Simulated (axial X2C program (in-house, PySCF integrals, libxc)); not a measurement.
**Correcting the dissociation energy of MnI for spin–orbit coupling**

A spin-free CCSD(T) curve (one-electron X2C) was computed with an in-house relativistic program for diatomic molecules, basis I dyall-cv3z [11s12p8d4f1g], Mn dyall-cv3z [9s10p6d3f2g] (cores contracted in-house), for the state M_S = 3, Λ = 0 (beyond evenly filled blocks: 2 × σα, π+α, π-α, δ+α, δ-α). It gives D0 = 2.312 eV to I + Mn, which in a spin-free picture are the weighted means of the ground terms.

Correlated methods: 14 electrons correlated (number of frozen shells: I 4 s, 3 p, 2 d; Mn 3 s, 2 p), 310 virtual spin orbitals or spinors in MP2, 89 natural virtuals in coupled cluster.

Measured levels of the ground terms (NIST Handbook of Basic Atomic Spectroscopic Data), in cm⁻¹: I 2P: J = 3/2 at 0, J = 1/2 at 7603.1; Mn 6S: J = 5/2 at 0.

The molecular state has Λ = 0, so it has no first-order lowering.

Question: How far does each ground level lie under the (2J+1)-weighted mean of its term?

Answer: I: (4 × 0 + 2 × 7603.1)/6 = 2534 cm⁻¹; Mn: a single level, 0.

Question: Correct D0.

Answer: D0 = 2.312 + (0 − 2534)/8065.5 = 1.998 eV at CCSD(T) with these spin–orbit terms. The direct two-component run gives 2.028 eV; the difference holds second-order terms in the molecule, scalar two-electron terms, the gap between measured and computed atomic splittings (a 2c atom can miss part of its lowering) and, in coupled cluster, the truncation of each run.

Second-order spin–orbit effects in the molecule, which grow quickly with Z, are left out. The state is a single determinant with fixed occupations, the lowest that a limited PBE0 search found. De is counted from the lowest determinant-based energies of the atoms at the same level, without counterpoise correction. CCSD and (T) use frozen natural virtuals with an MP2 correction for the truncation; (T) itself is uncorrected, so its De runs slightly low. PBE0 can misorder states that lie within some tenths of an eV, so this need not be the ground state of the molecule. The nearest other spin-free determinant of the search, M_S = 2, Λ = 0, lies 0.67 eV up at the distance of the search.
